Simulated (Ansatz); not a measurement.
Br$_{2}$Si, charge -1, doublet, at a GFN2-xTB geometry (a state made from the parent by changing its charge; the spin is typed, not shown lowest) (a gas-phase anion, which may not be bound at this level); REVPBE/STO-3G (Ansatz, a program for electronic structure).

Input for Ansatz:
Ansatz 0.2 input:
```yaml
crystal:
  periodic: [false, false, false]
  atoms:
    - {symbol: Si, position_ang: [-0.02533964, -0.00465700, 1.31997514]}
    - {symbol: Br, position_ang: [1.11399650, -1.69753432, -0.24869921]}
    - {symbol: Br, position_ang: [-1.10386065, 1.69939712, -0.27929084]}
basis:
  gaussian:
    orbitals: STO-3G
hamiltonian:
  xc: revpbe
total_charge: -1
magnetization: {spin_polarized: true, initial_magnetization: 1}
accuracy: high
```

**Question.** Predict the main parts of the log of this Ansatz run.

**Answer.** 
```
Functional definition: revPBE
600 factors; integrals over basis functions are off by at most 1.1e-8 eV
mean field evaluation 1: about -146329.5540 eV, gradient 7.3e0 eV
mean field evaluation 2: about -146328.4066 eV, gradient 1.3e1 eV
mean field evaluation 4: about -146330.2247 eV, gradient 2.8e-1 eV
mean field evaluation 8: about -146330.2049 eV, gradient 7.1e-4 eV
mean field evaluation 16: about -146330.2048 eV, gradient 4.3e-8 eV
mean field -146330.20484983 eV, -5377.5358420560 hartree, gradient 4.3e-8 eV, S^2 0.752168; 0 other end points of the search recorded, 0 dependent functions left out
reference -146330.20485203 eV, -5377.5358421368 hartree; 43, 42 occupied and 2, 3 virtual orbitals, 600 factors
Total energy: -146330.20485203 eV, -5377.5358421368 hartree
```
